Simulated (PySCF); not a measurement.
# C₆ coefficients of unlike pairs at PBE0

Calculated with PySCF 2.14 from the dipole response of each species, C₆(A,B) = (3/π) ∫ α_A(iu) α_B(iu) du, in atomic units, from isotropic polarisabilities. For ions this is the dispersion term alone; charge-induced terms of lower order in 1/R come first.

```csv
species,configuration,basis,relativity,α (bohr³),C₆ (like pair)
I,[Kr] 4d10 5s2 5p5 (2P),aug-cc-pVQZ-DK3 (9s8p6d3f2g),spin-free X2C,33.12,356.9
Bi²⁺,[Xe] 4f14 5d10 6s2 6p1 (2P),def2-QZVPPD with the def2 core potential (60 electrons) (8s6p5d4f1g),core potential,16.14,119.9
P⁺,[Ne] 3s2 3p2 (3P),dyall-acv3z (19s12p6d4f),none,14.33,73.86
Ni³⁺,[Ar] 3d7 (4F),aug-cc-pVTZ-DK (8s7p5d3f2g),spin-free X2C,1.702,4.033
```

(1) Estimate C₆ for Ni³⁺ with I.

No spin-orbit coupling is included.

The other pairs:

```csv
pair,C₆
"P⁺, Bi²⁺",92.31
"Ni³⁺, Bi²⁺",19.89
"Ni³⁺, P⁺",13.92
"Bi²⁺, I",202.8
"P⁺, I",162.2
```

## Answers

(1) The integral gives 30.57. The combination rule 2 C_A C_B / (C_A α_B/α_A + C_B α_A/α_B) gives 29.73 and the geometric mean 37.94.
